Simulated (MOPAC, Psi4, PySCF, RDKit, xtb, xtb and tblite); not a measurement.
Two geometries of SMILES c1c(SC)cccc1C=C (C₉H₁₀S), singlet, relaxed at GFN2-xTB with one dihedral held; other torsions can differ between them too.

Structure A

```
20

C      3.1038     0.9957    -2.1234
C      2.5860     0.2421    -1.1611
C      1.2129     0.2742    -0.6702
C      0.2536     1.1678    -1.1467
C     -1.0319     1.1535    -0.6382
C     -1.3919     0.2464     0.3406
C     -0.4450    -0.6487     0.8264
S     -0.9657    -1.7815     2.0871
C      0.0970    -3.2260     1.7824
C      0.8461    -0.6296     0.3279
H      4.1348     0.8961    -2.4168
H      2.5330     1.7357    -2.6572
H      3.2217    -0.4852    -0.6698
H      0.5119     1.8787    -1.9152
H     -1.7667     1.8498    -1.0147
H     -2.3948     0.2247     0.7380
H     -0.3755    -4.0567     2.2969
H      1.0907    -3.0625     2.1904
H      0.1388    -3.4212     0.7155
H      1.5892    -1.3133     0.7105
```

Structure B

```
20

C      3.1275     0.9500    -2.0657
C      2.5860     0.2054    -1.1094
C      1.2057     0.2546    -0.6411
C      0.2629     1.1587    -1.1342
C     -1.0301     1.1660    -0.6478
C     -1.4196     0.2665     0.3300
C     -0.4921    -0.6366     0.8264
S     -0.9987    -1.7963     2.0857
C     -0.6594    -3.3583     1.2129
C      0.8077    -0.6384     0.3535
H      4.1619     0.8380    -2.3419
H      2.5740     1.6948    -2.6111
H      3.2044    -0.5274    -0.6048
H      0.5437     1.8648    -1.8997
H     -1.7473     1.8735    -1.0376
H     -2.4279     0.2622     0.7136
H     -1.0250    -4.1515     1.8566
H      0.4073    -3.4752     1.0487
H     -1.1960    -3.3631     0.2690
H      1.5261    -1.3346     0.7624
```

Which is lower in energy at the level B3LYP-D3(BJ)/def2-SVP // GFN2-xTB (Psi4), and by how much?

A is lower, by 0.65 kcal/mol (dihedral C6–C7–S8–C9: 150° in A, 120° in B).

E(B) − E(A) in kcal/mol at the other levels, on the same two geometries: GFN2-xTB (xtb and tblite) 0.98; MMFF94 // GFN2-xTB (RDKit) -0.62; B3LYP/def2-SVP // GFN2-xTB (Psi4) 0.61; PBE/def2-SVP // GFN2-xTB (Psi4) 1.11; PBE-D3(BJ)/def2-SVP // GFN2-xTB (Psi4) 1.12; UFF // GFN2-xTB (RDKit) -7.58; AM1, restricted, heats of formation // GFN2-xTB (MOPAC) 1.34; PM7, restricted, heats of formation // GFN2-xTB (MOPAC) 0.39; GFN1-xTB // GFN2-xTB (xtb) 1.55; restricted B3LYP/6-31G*, spherical d, density fitting // GFN2-xTB (PySCF) 0.24; restricted LDA (SVWN5)/6-31G*, spherical d, density fitting // GFN2-xTB (PySCF) 1.20; restricted B3LYP/3-21G, density fitting // GFN2-xTB (PySCF) -0.48; restricted BP86/6-31G*, spherical d, density fitting // GFN2-xTB (PySCF) 0.59.
